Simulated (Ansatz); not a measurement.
Program: Ansatz. Geometries: PBE0-D4/def2-TZVP. ΔE: electronic, gas phase. CCSD(T)/CBS adds triple-zeta CCSD(T) − MP2 to the extrapolated MP2 energy (def2 sets, frozen cores). This one scheme is used for every species. DFT in def2-TZVPP. One conformer a species, not always the lowest.

`CB[SiH](O)[SiH3]` + `O[SiH](O)F` → `CBO[SiH](O)F` + `O[SiH2][SiH3]`  (cleavage of the B–Si bond)

```csv
level,ΔE (kJ/mol)
r2SCAN,-152.8
MP2/def2-TZVPP,-161.3
CCSD(T)/def2-TZVPP,-158.2
SCS-MP2/def2-QZVPP,-164.5
```

Task: What does CCSD(T)/CBS give? (Estimate.)

Result: Ansatz gave: -156.3 kJ/mol. The listed levels differ from it by 3.5, -5.0, -1.9, -8.2 kJ/mol.

Largest T1 diagnostic among the species: 0.013.

From PBE to PBE0 (25 % exact exchange), in def2-TZVPP and without D4, ΔE moves by −5.7 kJ/mol. In def2-TZVPP, CCSD(T) changes the Hartree–Fock value by +21.8 kJ/mol (the triples alone add +2.4 kJ/mol) and MP2 by +18.7 kJ/mol. The D4 term adds +4.2 kJ/mol with B3LYP and +2.4 kJ/mol with PBE0; it sums over pairs of atoms, weighted by their polarisabilities, and B3LYP, whose exchange is more repulsive, gets the larger term.

B3LYP here is the variant with VWN-RPA as its local correlation; programs differ in this.
